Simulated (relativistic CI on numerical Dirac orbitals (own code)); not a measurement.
## Ni⁴⁺ in a cubic cluster: L2,3 absorption with charge transfer

Computed with a charge-transfer multiplet model of a cubic metal-ligand cluster with up to 2 ligand holes, Slater and spin-orbit integrals from Dirac-Coulomb-Breit ions, Slater integrals scaled by 0.8. The ground state mixes d6 with configurations of k ligand holes L, whose averages lie at kΔ + k(k − 1)U_dd/2; a core hole lowers each added d electron by U_cd. 300 K, Lorentzian 0.4 eV and Gaussian 0.3 eV FWHM.

Atomic integrals in eV (Slater integrals scaled, ζ unscaled), ground: F2dd 11.354, F4dd 7.124, zeta_d 0.099; with the core hole: F2dd 11.936, F4dd 7.492, zeta_d 0.124, zeta_core 11.400, F2cd 7.214, G1cd 5.576, G3cd 3.173.

Cluster parameters (eV): U_dd = 7.4, U_cd = 8.9, 10Dq = 1.75, 10Dq(ligand) = 0.1, V(eg) = 1.8, V(t2g) = -0.81, final-state hopping factor = 1.

```
       Case   n_d    d6   d7L  d8L2     S
Δ = -4.3 eV  7.07  0.14  0.65  0.21  0.07
Δ = -1.3 eV  6.78  0.31  0.59  0.09  0.09
Δ = -0.3 eV  6.67  0.39  0.54  0.07  0.10
 Δ = 0.7 eV  6.57  0.48  0.47  0.05  0.12
 Δ = 1.7 eV  6.47  0.57  0.40  0.03  0.17
```

Weights, n_d and S are thermal averages at 300 K. Photon energies count from the first peak over 30 % of the highest in each spectrum, which can be another peak from case to case. The parameters are a model scan and need not match a compound or its usual spin state. Peaks in eV (height, largest 100):
- Δ = -4.3 eV: 0.0 (100), 1.7 (28), 2.4 (20), 3.0 (21), 17.1 (45), 18.0 (9), 18.7 (13), 19.8 (8)
- Δ = -1.3 eV: -1.7 (5), 0.0 (100), 1.8 (27), 2.4 (28), 3.0 (28), 7.1 (6), 17.1 (47), 18.6 (15), 19.8 (9)
- Δ = -0.3 eV: -1.8 (6), 0.0 (100), 1.9 (26), 2.4 (28), 3.0 (28), 6.7 (6), 17.1 (48), 18.6 (17), 19.9 (8)
- Δ = 0.7 eV: -1.8 (6), 0.0 (100), 2.1 (27), 2.8 (30), 6.6 (7), 17.1 (49), 18.6 (20), 20.0 (7)
- Δ = 1.7 eV: -1.9 (8), 0.0 (100), 2.1 (29), 2.9 (32), 6.6 (7), 17.0 (49), 18.7 (20), 20.4 (7)

For the case Δ = -1.3 eV, Δ = -1.3 eV is smaller than U_dd = 7.4 eV, the charge-transfer side of the Zaanen-Sawatzky-Allen scheme (negative Δ: between configuration averages a ligand hole costs less than the nominal valence; multiplet and field energies can change this for the lowest states). With the core hole the configuration with one ligand hole lies at Δ + U_dd − U_cd = -5.8, -2.8, -1.8, -0.8, 0.2 eV from the one without, in the order of the table; where this is negative the screened configuration lies lower, though the effective hopping of about 3.2 eV (from the holes of the mixed ground state) mixes the two strongly wherever it is as large as the gap.

With at most 2 ligand holes the space is cut while the next configuration still counts, so covalency is underestimated, and a final configuration with one more ligand hole, which can lie low, is missing from the spectra.
